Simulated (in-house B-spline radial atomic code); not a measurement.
Functionals against successive ionisation energies: Pm to Pm³⁺

Ionisation energies as differences of self-consistent total energies from a B-spline radial code for spherical atoms: all electrons, radial basis limit, scalar-relativistic (one-electron X2C), spin-polarised at highest spin, spherical densities; exact exchange is averaged over the determinants of each configuration. No spin-orbit coupling, Breit or QED terms. NIST's values run from ground level to ground level, so in open shells the differences also hold multiplet and fine-structure energies that spherical high-spin averages miss. Columns give computed minus NIST, in eV; a star marks a semi-empirical value. Species are left out where the tabulated value is theory, is uncertain by more than 0.12 eV, or (13 ions, such as In⁴⁺, Te⁴⁺ and Bi⁴⁺) lies off its series for all methods alike, which flatters the means a little.

```json
{"species": "Pm", "shell": "6s", "NIST (eV)": "5.58", "TPSS": "-0.21", "BHandHLYP": "-0.20", "r2SCAN0": "-0.36", "B97-1": "+0.08"}
{"species": "Pm⁺", "shell": "6s", "NIST (eV)": "10.94 ± 0.02*", "TPSS": "-0.05", "BHandHLYP": "-0.06", "r2SCAN0": "-0.06", "B97-1": "-0.20"}
{"species": "Pm²⁺", "shell": "4f", "NIST (eV)": "22.44 ± 0.08*", "TPSS": "+1.71", "BHandHLYP": "+0.57", "r2SCAN0": "+1.33", "B97-1": "+1.34"}
{"species": "Pm³⁺", "shell": "4f", "NIST (eV)": "41.17 ± 0.09*", "TPSS": "+0.83", "BHandHLYP": "-0.01", "r2SCAN0": "+0.62", "B97-1": "+0.62"}
```

Q: How do the methods rank, and which species is hardest?

A: Mean absolute (signed) differences: BHandHLYP 0.21 (+0.07) eV; B97-1 0.56 (+0.46) eV; r2SCAN0 0.60 (+0.38) eV; TPSS 0.70 (+0.57) eV. For Pm²⁺, which loses a 4f electron, the nearest method is off by +0.57 eV, the largest such miss.
